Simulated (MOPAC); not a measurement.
MOPAC input (PM6):

```
PM6 1SCF CHARGE=-1 GEO-OK AUX(PRECISION=9) THREADS=1
H5O3Si2

O    -1.09642100 1   -1.45667000 1   -0.59870700 1
Si   -0.30620000 1   -0.14025000 1    0.08393300 1
O    -1.52667300 1    1.01693000 1    0.07793700 1
O    -0.09420600 1   -0.70367200 1    1.67047700 1
Si    1.66891900 1    0.70351600 1   -0.89171900 1
H    -1.00730100 1   -2.22592400 1   -0.03001900 1
H    -1.13114900 1    1.89377900 1    0.06862500 1
H     0.78658800 1   -0.44258200 1    1.95850300 1
H     2.54012500 1    0.03626500 1    0.19026800 1
H     1.47207100 1    2.00004500 1   -0.07603200 1
```

Output:

```
 *******************************************************************************
 **                                                                           **
 **                              MOPAC v23.2.5                                **
 **                                                                           **
 *******************************************************************************
 ** MOPAC's Digital Object Identifier: https://doi.org/10.5281/zenodo.6511958 **
 **                                                                           **
 ** Please cite the open-source release paper for use of this MOPAC version:  **
 ** J. E. Moussa and J. J. P. Stewart (2026)                                  **
 ** MOPAC: An open-source semiempirical molecular orbital program             **
 ** J. Open Source Softw., 11(119), 8025, https://doi.org/10.21105/joss.08025 **
 *******************************************************************************

                              PM6 CALCULATION RESULTS

 *******************************************************************************
 *  PM6        - The PM6 Hamiltonian to be used
 *  GEO-OK     - OVERRIDE INTERATOMIC DISTANCE AND OTHER SAFETY CHECKS
 *
 *
 *
 *                 CHARGE ON SYSTEM = -1
 *
 *
 *
 *  1SCF       - DO 1 SCF AND THEN STOP
 *  AUX        - OUTPUT AUXILIARY INFORMATION
 *******************************************************************************
PM6 1SCF CHARGE=-1 GEO-OK AUX(PRECISION=9) THREADS=1
 H5O3Si2

   ATOM   CHEMICAL          X               Y               Z
  NUMBER   SYMBOL      (ANGSTROMS)     (ANGSTROMS)     (ANGSTROMS)

     1       O         -1.09642100  *  -1.45667000  *  -0.59870700  *
     2      Si         -0.30620000  *  -0.14025000  *   0.08393300  *
     3       O         -1.52667300  *   1.01693000  *   0.07793700  *
     4       O         -0.09420600  *  -0.70367200  *   1.67047700  *
     5      Si          1.66891900  *   0.70351600  *  -0.89171900  *
     6       H         -1.00730100  *  -2.22592400  *  -0.03001900  *
     7       H         -1.13114900  *   1.89377900  *   0.06862500  *
     8       H          0.78658800  *  -0.44258200  *   1.95850300  *
     9       H          2.54012500  *   0.03626500  *   0.19026800  *
    10       H          1.47207100  *   2.00004500  *  -0.07603200  *

          CARTESIAN COORDINATES

    NO.       ATOM           X           Y           Z

     1         O         -1.0964     -1.4567     -0.5987
     2        Si         -0.3062     -0.1403      0.0839
     3         O         -1.5267      1.0169      0.0779
     4         O         -0.0942     -0.7037      1.6705
     5        Si          1.6689      0.7035     -0.8917
     6         H         -1.0073     -2.2259     -0.0300
     7         H         -1.1311      1.8938      0.0686
     8         H          0.7866     -0.4426      1.9585
     9         H          2.5401      0.0363      0.1903
    10         H          1.4721      2.0000     -0.0760

 General Reference for PM6:
 "Optimization of Parameters for Semiempirical Methods V: Modification of NDDO Approximations
 and Application to 70 Elements", J. J. P. Stewart, J. Mol. Mod., 13, 1173-1213 (2007)
 URL: https://link.springer.com/article/10.1007/s00894-007-0233-4

           Empirical Formula: H5 O3 Si2  =    10 atoms

      MOLECULAR POINT GROUP   :   C1

      RHF CALCULATION, NO. OF DOUBLY OCCUPIED LEVELS = 16

 -------------------------------------------------------------------------------
 PM6 1SCF CHARGE=-1 GEO-OK AUX(PRECISION=9) THREADS=1
 H5O3Si2

     1SCF WAS SPECIFIED, SO BFGS WAS NOT USED
     SCF FIELD WAS ACHIEVED

                              PM6 CALCULATION
                                                       MOPAC v23.2.5 Linux

          FINAL HEAT OF FORMATION =       -207.93773 KCAL/MOL =    -870.01146 KJ/MOL

          COSMO AREA              =        136.63 SQUARE ANGSTROMS
          COSMO VOLUME            =        132.37 CUBIC ANGSTROMS

          IONIZATION POTENTIAL    =          2.966642 EV
          HOMO LUMO ENERGIES (EV) =         -2.967  3.814
          NO. OF FILLED LEVELS    =         16
          MOLECULAR WEIGHT        =        109.2087         POINT GROUP:  C1

          MOLECULAR DIMENSIONS (Angstroms)

            Atom       Atom       Distance
            H    10    H     6     4.89982
            H     9    H     7     4.10836
            H     8   Si     5     2.84079

          SCF CALCULATIONS        =          1

   ATOM   CHEMICAL          X               Y               Z
  NUMBER   SYMBOL      (ANGSTROMS)     (ANGSTROMS)     (ANGSTROMS)

     1       O         -1.09642100  *  -1.45667000  *  -0.59870700  *
     2      Si         -0.30620000  *  -0.14025000  *   0.08393300  *
     3       O         -1.52667300  *   1.01693000  *   0.07793700  *
     4       O         -0.09420600  *  -0.70367200  *   1.67047700  *
     5      Si          1.66891900  *   0.70351600  *  -0.89171900  *
     6       H         -1.00730100  *  -2.22592400  *  -0.03001900  *
     7       H         -1.13114900  *   1.89377900  *   0.06862500  *
     8       H          0.78658800  *  -0.44258200  *   1.95850300  *
     9       H          2.54012500  *   0.03626500  *   0.19026800  *
    10       H          1.47207100  *   2.00004500  *  -0.07603200  *

                             CARTESIAN COORDINATES

   1    O       -1.096421000    -1.456670000    -0.598707000
   2   Si       -0.306200000    -0.140250000     0.083933000
   3    O       -1.526673000     1.016930000     0.077937000
   4    O       -0.094206000    -0.703672000     1.670477000
   5   Si        1.668919000     0.703516000    -0.891719000
   6    H       -1.007301000    -2.225924000    -0.030019000
   7    H       -1.131149000     1.893779000     0.068625000
   8    H        0.786588000    -0.442582000     1.958503000
   9    H        2.540125000     0.036265000     0.190268000
  10    H        1.472071000     2.000045000    -0.076032000

           Empirical Formula: H5 O3 Si2  =    10 atoms

      MOLECULAR POINT GROUP   :   C1

                  EIGENVALUES
 -26.19302 -25.85661 -25.69662 -15.31388 -14.83287 -14.04473 -13.04808 -10.87273
  -9.68139  -9.39231  -9.23223  -8.77572  -8.17154  -6.89937  -4.98408  -2.96664
   3.81360   4.03190   4.19553   5.01945   5.24959   5.59395   5.88319   5.97266
   6.43415   7.47924   7.64210   7.74895   7.95009   8.24302   8.79605   9.03775
   9.31644   9.40741   9.52095

              NET ATOMIC CHARGES AND DIPOLE CONTRIBUTIONS

  ATOM NO.   TYPE          CHARGE      No. of ELECS.   s-Pop       p-Pop       d-Pop
    1          O          -0.529631        6.5296     1.70400     4.82563
    2         Si           0.366743        3.6333     1.13255     1.23963     1.26108
    3          O          -0.542846        6.5428     1.71267     4.83018
    4          O          -0.585173        6.5852     1.72277     4.86240
    5         Si          -0.762509        4.7625     1.67291     2.88581     0.20378
    6          H           0.336263        0.6637     0.66374
    7          H           0.340610        0.6594     0.65939
    8          H           0.345233        0.6548     0.65477
    9          H           0.015898        0.9841     0.98410
   10          H           0.015412        0.9846     0.98459
 DIPOLE           X         Y         Z       TOTAL
 POINT-CHG.    -1.598    -0.925     3.264     3.750
 HYBRID        -0.758    -0.301     1.577     1.775
 SUM           -2.356    -1.226     4.841     5.521

          ATOMIC ORBITAL ELECTRON POPULATIONS

     Atom    s        px        py        pz      x^2-y^2     xz        z^2       yz        xy
    1  O   1.70400   1.76706   1.42821   1.63035
    2 Si   1.13255   0.45960   0.37377   0.40626   0.22194   0.22810   0.25103   0.24919   0.31083
    3  O   1.71267   1.66407   1.36405   1.80206
    4  O   1.72277   1.46184   1.76898   1.63158
    5 Si   1.67291   0.77595   0.80008   1.30979   0.04207   0.05192   0.00752   0.07119   0.03108
    6  H   0.66374
    7  H   0.65939
    8  H   0.65477
    9  H   0.98410
   10  H   0.98459

 **********************
 *                    *
 * JOB ENDED NORMALLY *
 *                    *
 **********************

 == MOPAC DONE ==
```

The dipole moment of an ion depends on the origin.

The geometry given is a B3LYP-D3(BJ)/def2-TZVP minimum.
